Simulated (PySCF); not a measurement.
Species: C₃H₁₂NOSi₂ (doublet state).
Z-matrix (Å and degrees, GFN2-xTB geometry), rows numbered from 1:
```
C 
N   1  1.3631
Si  2  1.7383  1  125.92
Si  3  2.3035  2  104.10  1   179.86
C   4  1.9116  3  104.72  2  -176.85
O   5  1.4235  4  111.74  3   -36.39
C   6  1.3994  5  113.28  4   -74.44
H   1  1.0698  2  120.47  3   178.17
H   1  1.0683  2  118.12  3     2.46
H   2  1.0076  1  113.47  3   177.54
H   3  1.4781  2  108.82  1    56.57
H   3  1.4777  2  107.06  1   -55.77
H   4  1.4772  3  116.35  2    63.50
H   4  1.4725  3  118.28  2   -59.71
H   5  1.0914  4  110.03  3    79.47
H   5  1.0975  4  113.09  3  -160.78
H   7  1.0980  6  111.08  5   -58.44
H   7  1.0971  6  111.90  5    62.97
H   7  1.0888  6  106.63  5  -177.49
```

The hyperfine couplings belong to this conformer and change with its torsions.

As a line formula: `[CH2]N[SiH2][SiH2]COC` [radical].

Method: UKS B3LYP, pcH-1 on C H N O Si, non-relativistic, mean-field spin-orbit, GIAO (PySCF). Geometry: GFN2-xTB, one conformer, isolated molecule. The geometry wasn't refined by DFT: couplings that depend on bond lengths, twists or pyramidal angles can differ widely from those at the functional's own minimum. The SCF solution wasn't tested for stability.

Question: Predict the first-order ENDOR lines of N2, H8, H9, H11/H12, H10 and H13/H14 under fast tumbling at B = 348.9 mT (X band).

Answer: For S = 1/2 in fast tumbling each set of equivalent nuclei gives two lines, ν± = |νn ± a/2| to first order, with νn = g_N μN B/h and μN/h = 7.62259 MHz/T.

```csv
nuclei,isotope,g_N,νn (MHz),a_iso (MHz),lower line (MHz),upper line (MHz)
N2,14N,0.4038,1.07,3.33,0.59,2.74
H8,1H,5.5857,14.86,-56.55,13.42,43.13
H9,1H,5.5857,14.86,-56.00,13.14,42.86
H11/H12,1H,5.5857,14.86,23.05,3.33,26.38
H10,1H,5.5857,14.86,-13.34,8.19,21.52
H13/H14,1H,5.5857,14.86,3.70,13.00,16.71
```

Question: Which pairs are centred on the nuclear Larmor frequency, and which on half the coupling?

Answer: Centred on νn, since |a| < 2νn: H11/H12, H10 and H13/H14. Centred on |a|/2 and split by 2νn: N2, H8 and H9.

Question: At what field would the lower line of H11/H12 fall to zero frequency?

Answer: Where νn = |a|/2, that is B = 11.52 MHz/(5.5857 × 7.62259 MHz/T) = 271 mT, as far as first order holds there.

Nuclei that the bonding pattern makes equivalent are averaged, as if the motion that swaps them (rotation, inversion, ring flip) were fast. H8 and H9 aren't averaged: C1 is flat or nearly so (angle sum 360°), and its turn about the short C1–N2 bond (1.36 Å) is taken as slow.

The Mulliken spin populations are largest on C1 (+0.89) and N2 (+0.14). No atom but C1 exceeds +0.15. The angles at C1 add up to 359.9°, so it is planar; its axial dipolar tensor and the negative couplings of its protons fit spin in a p orbital normal to that plane.
